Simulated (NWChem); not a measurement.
System meant: CH$_{2}$BF$_{3}$O; SMILES C(F)(F)(BO)F

Here is an NWChem input.

```
start job
memory heap 200 mb stack 900 mb global 1100 mb
geometry units angstroms noautoz
  B     -0.753460     1.068294     0.000000
  C     -0.046338    -0.382705     0.000000
  F     -0.374721    -1.110080    -1.095826
  F     -0.374721    -1.110080     1.095826
  F      1.323904    -0.256343     0.000000
  H     -1.958632     1.186623     0.000000
  O      0.026774     2.164113     0.000000
  H      0.976721     1.919619     0.000000
end
basis spherical
  * library def2-svp
end
dft
  odft
  mult 2
  xc xpbe96 cpbe96
  iterations 150
  mulliken
end
task dft energy
```

End of the output:

```
 Summary of "ao basis" -> "ao basis" (spherical)
 ------------------------------------------------------------------------------
       Tag                 Description            Shells   Functions and Types
 ---------------- ------------------------------  ------  ---------------------
 B                          def2-svp                 6       14   3s2p1d
 C                          def2-svp                 6       14   3s2p1d
 F                          def2-svp                 6       14   3s2p1d
 H                          def2-svp                 3        5   2s1p
 O                          def2-svp                 6       14   3s2p1d

 Summary of "ao basis" -> "ao basis" (spherical)
 ------------------------------------------------------------------------------
       Tag                 Description            Shells   Functions and Types
 ---------------- ------------------------------  ------  ---------------------
 B                          def2-svp                 6       14   3s2p1d
 C                          def2-svp                 6       14   3s2p1d
 F                          def2-svp                 6       14   3s2p1d
 H                          def2-svp                 3        5   2s1p
 O                          def2-svp                 6       14   3s2p1d

      Symmetry analysis of basis
      --------------------------

        a'         62
        a"         32

  number of electrons :                   48
  multiplicity        :                    2
 ------------------------------------------------------------------------
  no. of electrons and multiplicity not compatible                  48
 ------------------------------------------------------------------------
 ------------------------------------------------------------------------
  current input line :
    23: task dft energy
 ------------------------------------------------------------------------
 ------------------------------------------------------------------------
 There is an error in the input file
 ------------------------------------------------------------------------
 For more information see the NWChem manual at https://nwchemgit.github.io

0: no. of electrons and multiplicity not compatible:Received an Error in Communication
```

Task: What is wrong, and how is it mended?

Result: The input was rejected before any calculation. Cause: the multiplicity doesn't fit the number of electrons (an even count wants an odd multiplicity, and the reverse). This input runs:
```
start job
memory heap 200 mb stack 900 mb global 1100 mb
geometry units angstroms noautoz
  B     -0.753460     1.068294     0.000000
  C     -0.046338    -0.382705     0.000000
  F     -0.374721    -1.110080    -1.095826
  F     -0.374721    -1.110080     1.095826
  F      1.323904    -0.256343     0.000000
  H     -1.958632     1.186623     0.000000
  O      0.026774     2.164113     0.000000
  H      0.976721     1.919619     0.000000
end
basis spherical
  * library def2-svp
end
dft
  xc xpbe96 cpbe96
  iterations 150
  mulliken
end
task dft energy
```
It converges to -438.18363 Ha (PBE/def2-SVP).
